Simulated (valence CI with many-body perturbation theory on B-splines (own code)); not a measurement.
**Which ion has this spectrum?**

A relativistic CI+MBPT calculation for an atom or ion with 7 electrons gives these levels (× 10³ cm⁻¹):

| J | Parity | E | g |
| --- | --- | --- | --- |
| 3/2 | odd | 0.00 | 1.37 |
| 3/2 | odd | 2180.7 | 1.44 |
| 5/2 | odd | 2337.5 | 1.18 |
| 1/2 | odd | 2574.6 | 0.64 |
| 5/2 | even | 3849.7 | 1.49 |
| 1/2 | even | 4374.5 | 2.12 |
| 3/2 | even | 4387.0 | 1.21 |
| 3/2 | odd | 4764.4 | 1.28 |
| 3/2 | even | 6190.9 | 1.54 |
| 5/2 | even | 6442.7 | 1.28 |
| 1/2 | even | 6719.3 | 1.43 |
| 3/2 | even | 6811.4 | 1.06 |
| 3/2 | odd | 8657.8 | 1.32 |
| 1/2 | even | 9041.6 | 1.73 |

The energies are calculated, and their last digits are not significant.

Q: Which is it?
A. I46+
B. Cs48+
C. Te45+
D. Sb44+

A: C. Te45+, ground level (2s^2 2p1/2^2 2p3/2) J=3/2.
